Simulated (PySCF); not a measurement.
CH6GeOSi, SMILES [CH2]1O[SiH2][GeH2]1.

The structure is a stationary point at TPSSh-D3(BJ)/def2-SVP. The structure was generated by enumeration, and PubChem lists no compound with its InChIKey, so it may never have been made.

Level of theory: PBE/def2-TZVP (PySCF).

The molecule is in vacuum.

Computed frontier levels, gap, dipole moment and polarisability:
```
Property                                                                                                       Result
---------------------------------------------------------------------------------------------  ----------------------
highest occupied level                                                                                       -6.50 eV
lowest empty level                                                                                           -1.28 eV
orbital gap                                                                                                   5.22 eV
dipole moment                                                                                                  1.05 D
quadrupole, principal values (traceless, Buckingham form, about the centre of nuclear charge)   -4.92, 0.71, 4.21 D·Å
mean static polarisability                                                                      75.3 bohr³ (11.16 Å³)
polarisability, principal values                                                               65.3, 70.7, 89.9 bohr³
```
